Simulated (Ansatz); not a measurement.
This singlet lies 2.33 eV below the relaxed triplet at the level frozen-core CCSD(T)/cc-pVTZ // B3LYP-D3(BJ)/def2-TZVP (Ansatz, a first-principles code).

Species: CHGeNO, SMILES `N#[C][Ge][OH]` (lower singlet) (charge 0, multiplicity 1).

Q: Give a relaxed geometry from B3LYP-D3(BJ)/def2-TZVP in Ansatz.

A: Several could match; the one computed here: the end point of this relaxation, one of several conformers (outside a Z-matrix the atoms follow the SMILES, hydrogens last).
Bond lengths (Å): N1–C2 1.156, C2–Ge3 2.031, Ge3–O4 1.784, O4–H5 0.965. Angles (°): N1–C2–Ge3 176.8, C2–Ge3–O4 95.5, Ge3–O4–H5 116.9.
